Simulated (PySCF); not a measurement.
Computed shifts of a molecule C3H9ClOSi, PBE0/pcSseg-1 in PySCF, GIAO, gas phase, atoms alike by connectivity averaged where their shifts nearly agree, in ppm (number of nuclei): ¹³C: 17.4 (1), 10.6 (1), 1.4 (1). ²⁹Si: 33.5 (1). ¹H: 1.98 (1), 1.28 (3), 0.96 (1), 0.83 (1), 0.70 (3). References: ¹³C against TMS (σ = 186.3 ppm); ²⁹Si against TMS (σ = 352.7 ppm); ¹⁷O against H2O (σ = 334.2 ppm); ³⁵Cl against HCl (σ = 945.9 ppm); ¹H against TMS (σ = 31.56 ppm), references at their B3LYP-D3(BJ)/def2-TZVP geometries, non-relativistic (without spin–orbit terms, shifts of atoms bonded to Cl or Br come out too high). Geometry: B3LYP-D3(BJ)/def2-SVP. Other conformers were not sampled.

**Question.** Which structure fits?
A) C[Si@H](O)CCCl
B) C[Si@@H](Cl)CCO
C) [SiH3]OCCCCl
D) CC[Si@](C)(O)Cl

**Answer.** D, CC[Si@](C)(O)Cl
